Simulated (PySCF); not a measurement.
# Magnetic susceptibility: `InChI=1S/C4H5FO3.Al.2H/c1-8-4(7)3(5)2-6;;;/h2,6H,1H3;;;/q;+1;;/p-1`

Geometry (Å), atoms numbered from 1 in this order:
```xyz
15

C     2.5162   -0.6273    0.0111
O     1.7033    0.5216   -0.2004
C     0.4039    0.3660   -0.1015
O    -0.0954   -0.7581    0.1707
Al   -1.8471   -1.2930    0.3749
O    -2.4137    0.3758    0.0355
C    -1.7741    1.4538   -0.2328
C    -0.4107    1.5133   -0.3133
F     0.1998    2.6861   -0.6014
H     2.2738   -1.4050   -0.7164
H     3.5411   -0.2883   -0.1156
H     2.3619   -1.0237    1.0170
H    -1.9891   -1.6441    1.8670
H    -2.1208   -2.2341   -0.8121
H    -2.3536    2.3652   -0.4046
```

The calculation used PySCF, GIAO HSE06/3-21G magnetisability, rotational g tensor and spin-rotation constants, non-relativistic, gas phase. Geometry: GFN2-xTB.

**Question.** How diamagnetic is it, and how anisotropic?

**Answer.** Isotropic -1167 × 10⁻³⁰ J/T², or -70.3 × 10⁻⁶ cm³/mol; principal values -1313, -1155, -1034 × 10⁻³⁰ J/T², anisotropy 243 × 10⁻³⁰ J/T² (root of half the summed squared differences of the principal values). The susceptibility is in cgs units.

**Question.** Split it along the inertial axes a, b, c into diamagnetic and paramagnetic parts about the centre of mass, with the quadrupole moment.

**Answer.** 
```
axis  χ (10⁻⁶ cm³/mol)  diamagnetic (10⁻⁶ cm³/mol)  paramagnetic (10⁻⁶ cm³/mol)  summed x² of all electrons (Å²)  quadrupole Θ (D Å)
   a             -64.0                      -720.4                        656.4                            218.5               -1.03
   b             -67.8                     -1003.6                        935.8                            151.8               +4.38
   c             -79.1                     -1571.0                       1491.9                             18.0               -3.35
```
Anisotropies 2χaa − χbb − χcc = +18.8 and 2χbb − χaa − χcc = +7.5 × 10⁻⁶ cm³/mol. Θ is traceless in Buckingham's convention.

**Question.** And the rotational g tensor?

**Answer.** 
| axis | rotational constant (GHz) | g | nuclear part | electronic part |
| --- | --- | --- | --- | --- |
| a | 1.8993 | -0.0349 | 0.5508 | -0.5857 |
| b | 1.2972 | -0.0234 | 0.5468 | -0.5703 |
| c | 0.7837 | -0.0083 | 0.5409 | -0.5493 |

Asymmetric top; isotopes 27Al, 12C, 19F, 1H, 16O; no vibrational averaging.
